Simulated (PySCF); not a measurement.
## Working out the excitation energy of Pb

Pb [Xe] 4f14 5d10 6s2 6p2 (3P) → Pb [Xe] 4f14 5d10 6s2 6p1 6d1 (high-spin determinant). Calculation: PySCF 2.14, in aug-cc-pwCVDZ-PP with ECP60MDF; a scalar-relativistic core potential. Frozen: 5s2 5p6 5d10. Energies in hartree (1 hartree = 27.21139 eV):

```csv
part,Pb (lower),Pb (upper)
UHF,-191.833078,-191.606969
CCSD correlation,-0.043283,-0.047101
(T),-0.000635,-0.001958
```

Problem. What does Hartree-Fock give?

Solution. (-191.606969) − (-191.833078) = 0.226109 hartree = 6.153 eV.

Problem. What do CCSD and CCSD(T) give?

Solution. The CCSD correlation energies differ by -0.003818 hartree = -0.104 eV and the triples by -0.001323 hartree = -0.036 eV, so CCSD gives 6.049 eV and CCSD(T) 6.013 eV.

One determinant mixes LS terms, so it does not stand for a single term.

A double-zeta basis recovers only part of the correlation energy.

The coupled-cluster amplitudes are large, so a single reference is strained.
